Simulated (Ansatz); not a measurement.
Two structures of SiNH$_{3}$Cl$_{2}$, singlet, reached by relaxing down either side of one saddle point (PBE0-D4/def2-TZVP). Energies are electronic, without zero-point energy. Computed with Ansatz 0.2.0 (basis: def2-TZVPP and def2-QZVPP); correlated methods freeze the cores. Extrapolation: Hartree–Fock as exp(−7.88 √X), correlation as X^−2.97. First:

Si1  (-0.592, -1.256, -0.001)
Cl2  (1.303, -1.655, -0.922)
Cl3  (-1.610, -0.282, -1.617)
H4  (-0.616, 1.154, 0.932)
N5  (0.129, 0.564, 0.572)
H6  (0.849, 0.464, 1.282)
H7  (0.536, 1.012, -0.246)
(Å)

Second:

```
atom    x (Å)    y (Å)    z (Å)
 Si1  -0.3562  -0.4824   0.0140
 Cl2   0.8727  -2.0683  -0.4333
 Cl3  -1.6386  -0.2594  -1.5577
  H4  -1.0848  -0.8565   1.2370
  N5   0.4347   0.9963   0.2372
  H6   1.0011   1.1482   1.0567
  H7   0.7710   1.5219  -0.5538
```

Which bonds change from the first to the second?

SiCl₂ + NH₃ → SiNH₃Cl₂ ([NH2][SiH]([Cl])[Cl]); bonds formed: Si1–H4; dative contacts that become bonds: Si1–N5; bonds broken: H4–N5.

Give the saddle point's structure and its height above each. (Judge from chemistry; the value comes from the calculation.)

The calculation gives: 45.57 kcal/mol above the first and 73.55 kcal/mol above the second (CCSD(T) at an estimated basis limit (MP2 extrapolated from triple and quadruple zeta, plus CCSD(T) − MP2 in triple zeta)).
Si1  (-0.476, -0.857, -0.025)
Cl2  (1.067, -2.135, -0.569)
Cl3  (-1.468, -0.346, -1.771)
H4  (-0.730, 0.189, 1.187)
N5  (0.277, 0.774, 0.399)
H6  (1.117, 0.773, 0.967)
H7  (0.213, 1.602, -0.188)
(Å)

The T1 diagnostic stays at or below 0.013. The restricted Hartree–Fock reference is unstable towards an unrestricted one at one or more of these structures.

Losses and insertions of silylenes and their heavier kin drive the gas-phase chemistry of silicon and germanium vapour deposition.

Labels in which every atom is bracketed show which atoms are joined, not bond orders.

For scale, one of the runs: CCSD(T)/def2-TZVPP, 199 basis functions, launched by `ansatz run in.yaml --threads 4 --pin off --events-out ev --progress --plain --max-ram 9574MiB`. Time: 43 s of wall clock on 4 CPU threads of an Arm Neoverse V1; the host was shared. Peak host memory: 2.2 GiB.
